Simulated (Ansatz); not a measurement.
Mulliken charges of `C[O][Hf]([OH])([Cl])[Cl]` from PBE/def2-TZVPP in Ansatz (PBE0-D4/def2-TZVP geometry).

| atom | x (Å) | y (Å) | z (Å) | charge (e) |
| --- | --- | --- | --- | --- |
| C1 | 0.837 | -1.495 | -0.965 | -0.132 |
| O2 | 0.249 | -0.558 | -0.120 | -0.298 |
| Hf3 | -0.552 | 0.769 | 0.957 | 0.856 |
| O4 | -0.896 | 2.335 | -0.066 | -0.373 |
| Cl5 | 0.933 | 1.286 | 2.718 | -0.276 |
| Cl6 | -2.587 | -0.088 | 1.794 | -0.276 |
| H7 | 0.916 | -1.097 | -1.980 | 0.100 |
| H8 | 0.235 | -2.408 | -0.990 | 0.107 |
| H9 | 1.840 | -1.746 | -0.607 | 0.107 |
| H10 | -0.975 | 3.002 | -0.740 | 0.185 |

Task: By hand: the dipole of these point charges (1 e Å = 4.8032 D).

Result: Σ q r = (0.267, -0.179, -0.744) e Å, of length 0.810 e Å = 3.89 D.

Task: How does the dipole of the full density compare? (Best estimate.)

Result: Computed: (0.210, 0.001, -0.793) e Å, 3.94 D; the point charges give 0.99 times that, at 14° from its direction.

Point charges leave out the atoms' own dipoles, such as those of lone pairs, and Mulliken's split depends on the basis, so the close match here is no proof of good charges.
